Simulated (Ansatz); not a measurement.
S-phenylphenoxathiinium tetracyanoborate (C₂₂H₁₃BN₄OS). The state is a singlet with charge 0. Geometry PBE-D4/def2-SVP, basis def2-TZVP, Ansatz.

```tsv
atom	x (Å)	y (Å)	z (Å)
N1	5.191	1.660	-3.761
C2	4.255	1.279	-3.166
B3	2.993	0.764	-2.361
C4	2.383	1.876	-1.379
N5	1.833	2.591	-0.626
C6	3.325	-0.503	-1.436
N7	3.423	-1.417	-0.706
C8	1.785	0.316	-3.311
N9	0.818	-0.010	-3.890
C10	-1.530	-4.263	0.238
C11	-2.385	-3.157	0.388
C12	-1.888	-1.855	0.236
C13	-0.529	-1.694	-0.068
S14	0.238	-0.065	-0.282
C15	0.626	0.412	1.395
C16	1.859	-0.015	1.918
C17	2.175	0.283	3.246
C18	1.267	1.008	4.038
C19	0.050	1.446	3.508
C20	-0.279	1.155	2.173
O21	-1.478	1.640	1.729
C22	-1.807	1.694	0.406
C23	-2.915	2.496	0.077
C24	-3.318	2.619	-1.256
C25	-2.623	1.953	-2.281
C26	-1.521	1.150	-1.970
C27	-1.129	1.016	-0.626
C28	0.345	-2.783	-0.235
C29	-0.173	-4.077	-0.071
H30	-1.929	-5.282	0.357
H31	-3.449	-3.308	0.623
H32	-2.553	-0.984	0.338
H33	2.556	-0.581	1.279
H34	3.137	-0.049	3.662
H35	1.514	1.247	5.083
H36	-0.667	2.032	4.101
H37	-3.430	3.023	0.892
H38	-4.183	3.254	-1.499
H39	-2.933	2.061	-3.330
H40	-0.955	0.631	-2.763
H41	1.408	-2.621	-0.478
H42	0.494	-4.943	-0.195
```

```tsv
run	HOMO (eV)	LUMO (eV)
A	-7.61	-2.30
B	-6.69	-3.07
C	-6.33	-3.00
D	-7.06	-2.76
E	-6.52	-3.19
F	-7.48	-2.36
```

Single mean-field runs in def2-TZVP are fitted with def2-universal-jkfit.

Problem. The runs used BLYP, PBE, PBE0, r2SCAN, r2SCAN0, r2SCANh. Estimate which is which.

Solution. A r2SCAN0 (25 % exact exchange); B r2SCAN (0 % exact exchange); C BLYP (0 % exact exchange); D r2SCANh (10 % exact exchange); E PBE (0 % exact exchange); F PBE0 (25 % exact exchange). Exact exchange lowers occupied and raises empty levels; among semilocal functionals meta-GGAs tend to open the gap a little, and such runs are hard to tell apart. The gap grows from 3.33 eV (BLYP) to 5.31 eV (r2SCAN0).
